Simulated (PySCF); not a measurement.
A ladder of Hamiltonians for Os⁷⁰⁺ (osmium, charge +70)

Occupied: 1s1/2, 2s1/2, 2p1/2. Hartree-Fock calculated with PySCF 2.14 in an even-tempered Gaussian basis (16 s from 19 bohr⁻², ratio 2.7; 13 p from 22 bohr⁻², ratio 2.7), Gaussian nucleus throughout. NR is non-relativistic, sf-X2C the spin-free one-electron X2C Hamiltonian, X2C adds the bare one-electron spin-orbit term, X2C-SNSO screens it by Boettger's factors, DC is four-component Dirac-Coulomb, and the Gaunt and Breit terms are added at first order (total energies over the DC spinors, levels after relaxing the spinors in that mean field). QED terms are absent. Levels marked empty are virtual spinors of this ion.

| Hamiltonian | E (hartree) |
| --- | --- |
| X2C | -9233.3797 |
| X2C-SNSO | -9230.5555 |
| DC | -9235.5916 |
| DC+Gaunt | -9224.1964 |
| DC+Breit | -9224.7753 |

```tsv
level (eV)	X2C	X2C-SNSO	DC	DC+Gaunt	DC+Breit
1s1/2	-82145.4	-82148.1	-82221.2	-81993.2	-82000.6
2s1/2	-19919.6	-19920.4	-19931.0	-19906.8	-19909.0
2p1/2	-19673.3	-19635.4	-19646.9	-19597.2	-19602.6
2p3/2 (empty)	-17621.3	-17633.6	-17635.8	-17612.7	-17618.1
3s1/2 (empty)	-8321.3	-8321.5	-8324.2	-8317.3	-8318.3
```

How large are the two-electron picture-change error of X2C and the Breit correction in the total energy?

X2C-1e lies 2.2120 hartree above Dirac-Coulomb; Gaunt adds 11.3953 and the full Breit term 10.8164 hartree.

Weight of the small component: 1s1/2 0.0829, 2s1/2 0.0200, 2p1/2 0.0200, 2p3/2 0.0180, 3s1/2 0.00834.

Koopmans' value for the highest occupied level at DC+Breit: 19602.6 eV, against an ionisation energy of 19600 ± 60 eV (theoretical estimate listed by NIST; NIST Atomic Spectra Database, ionization energies); the former lacks relaxation, correlation, QED and recoil.

The whole ladder took 52 s of wall time on 1 thread of Intel(R) Xeon(R) 6975P-C (shared host), launched as `OMP_NUM_THREADS=1 python relrun2.py TASK.json OUT` (a driver that calls PySCF for each Hamiltonian).
